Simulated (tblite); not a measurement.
Species: C5H4FO2 (doublet state).
SMILES with atom numbers: `[CH3:1][O:2][c:3]1[c:4][c:5]([F:6])[o:7][cH:8]1` (hydrogens: H9, H10, H11 on C1; H12 on C8)

Structure used (GFN2-xTB), in Å, numbered top down from 1:
```xyz
12
C5H4FO2 angstrom
C     -2.1115   -0.0251   -0.0148
O     -1.0869   -0.1234   -0.9793
C      0.1675   -0.0555   -0.5090
C      1.3388   -0.1362   -1.3022
C      2.3947   -0.0294   -0.4728
F      3.6955   -0.0428   -0.6953
O      1.9972    0.1149    0.7982
C      0.6298    0.0982    0.7722
H     -2.0439   -0.8373    0.7153
H     -2.0679    0.9342    0.5099
H     -3.0479   -0.1014   -0.5637
H      0.1358    0.2032    1.7154
```

Method: GFN2-xTB as coded in tblite; computed harmonic values from a numerical Hessian at the method's own geometry, unscaled. Against measured fundamentals such values can be off by several per cent, at times by over 20. One conformer, not necessarily the lowest. Open shells enter through the occupations alone, without spin polarisation, and single modes of such species can be off by tens of per cent.

Harmonic wavenumbers (cm⁻¹): 83.4, 198.5, 202.2, 238.4, 352.9, 368.1, 467.5, 478.8, 564.8, 598.3, 601.0, 691.5, 964.0, 997.1, 1083.5, 1111.8, 1123.7, 1150.2, 1198.5, 1246.8, 1345.2, 1398.9, 1459.7, 1476.0, 1576.9, 1635.0, 2940.7, 2955.5, 3037.6, 3182.6.

A = 7719, B = 1228, C = 1066 MHz; mass 115.020 u (most abundant isotopes); point group Cs, symmetry number 1; spin multiplicity 2.

Problem. Zero-point energy?

Solution. ½Σν̃ = 17365 cm⁻¹ = 207.73 kJ/mol.

Problem. What is S at 350 K and 1 bar for an ideal gas of classical rigid rotors and harmonic oscillators?

Solution. Translation 171.37, rotation 118.55, vibration 81.02, spin (R ln 2) 5.76: S = 376.7 J/(mol K).

Problem. And Cp and H(350 K) − H(0)?

Solution. Cp = 130.51 J/(mol K), of which vibrations give 97.25 (their classical limit is 30 R = 249.4); H(350 K) − H(0) = 27.97 kJ/mol without the zero-point energy, 16.33 from vibrations.

Problem. What must be added to the electronic energy to get the Gibbs energy at 350 K and 1 bar?

Solution. ZPE + [H(350 K) − H(0)] − T·S = 207.73 + 27.97 − 131.84 = 103.86 kJ/mol.

Problem. How do the functions run with temperature in this model?

Solution. 
| T (K) | S (J/(mol K)) | Cp (J/(mol K)) | H − H(0) (kJ/mol) | G − H(0) (kJ/mol) | ln q(vib) |
| --- | --- | --- | --- | --- | --- |
| 150 | 293.1 | 72.9 | 7.44 | -36.53 | 1.12 |
| 250 | 337.6 | 103.1 | 16.27 | -68.13 | 2.56 |
| 298.15 | 356.9 | 116.6 | 21.56 | -84.85 | 3.31 |
| 400 | 395.0 | 143.1 | 34.81 | -123.17 | 4.94 |
| 600 | 461.0 | 182.9 | 67.68 | -208.95 | 8.17 |
| 900 | 542.7 | 218.6 | 128.44 | -359.97 | 12.76 |

q(vib) and H(0) count from the zero-point level.

Problem. Which modes carry the vibrational entropy at 350 K?

Solution. 83.4 cm⁻¹: 17.26; 198.5 cm⁻¹: 10.23; 202.2 cm⁻¹: 10.09; 238.4 cm⁻¹: 8.81; 352.9 cm⁻¹: 5.91; 368.1 cm⁻¹: 5.62 J/(mol K); the other 24 give 23.10 together.

Hindered rotation and anharmonicity are outside this model. Other conformers, if any are populated, would add a mixing term that is left out.
